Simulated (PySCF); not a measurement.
Level of theory: core-valence-separated Tamm–Dancoff BHandHLYP/aug-pcX-1 (pcseg-1 on H, def2-SVPD on Cl) in PySCF, non-relativistic, gas phase, PBE0-D3(BJ)/def2-SVP geometry. BHandHLYP without relativity tends to put these K edges a few eV too low, so spacings mean more than positions.

Main lines of an unknown, eV (oscillator strength): C K: 283.0 (0.047), 283.2 (0.052), 283.2 (0.080), 283.6 (0.063), 284.9 (0.064); N K: 400.1 (0.063), 405.4 (0.013). Listed: the first five lines at most of each edge with a tenth or more of its strongest line's intensity; roots within 0.03 eV on the same or equivalent atoms are summed. Only the lowest roots were sought, and the top ones are left out.

**Question.** Which candidate gives them?
A. 5-chloro-2-hydroxypyridine (`OC1=NC=C(Cl)C=C1`)
B. 2-chloropyridine-N-oxide (`[O-][N+]1=CC=CC=C1Cl`)

**Answer.** B. 

- `[O-][n+]1ccccc1Cl`: C K: 283.0 (0.047), 283.2 (0.052), 283.2 (0.080), 283.6 (0.063), 284.9 (0.064); N K: 400.1 (0.063), 405.4 (0.013). First C line listed at 283.0 eV, hole on the aromatic CH carbon (1s→π*); first N line listed at 400.1 eV, hole on the N-oxide nitrogen (1s→π*).
- `Oc1ccc(Cl)cn1`: C K: 282.9 (0.060), 283.1 (0.055), 283.4 (0.065), 284.7 (0.063), 285.1 (0.079); N K: 396.9 (0.054). First C line listed at 282.9 eV, hole on the aromatic CH carbon (1s→π*); first N line listed at 396.9 eV, hole on the pyridine-type nitrogen (1s→π*).

One conformer each; other structures than these candidates weren't tested.
